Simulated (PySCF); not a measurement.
CH₅BS, SMILES SBC.

Coordinates come from a PBE0-D3(BJ)/def2-TZVP optimisation. The values are those of a single conformer.

All values below come from r2SCAN/def2-TZVPD (PySCF).

Symmetry labels are those of the subgroup Cs that the program uses (full group Cs).

**Question.** List the valence orbital energies around the gap with their symmetry. (Estimate from the structure and the level; the computed values follow.)

**Answer.** 
| orbital | symmetry | energy (eV) |
|---|---|---|
| HOMO−7 | A' | -18.12 |
| HOMO−6 | A' | -12.28 |
| HOMO−5 | A' | -11.25 |
| HOMO−4 | A" | -10.22 |
| HOMO−3 | A' | -9.68 |
| HOMO−2 | A' | -8.57 |
| HOMO−1 | A' | -7.78 |
| HOMO | A" | -7.20 |
| LUMO | A" | -1.41 |
| LUMO+1 | A' | -0.18 |
| LUMO+2 | A' | 0.79 |
| LUMO+3 | A' | 0.92 |
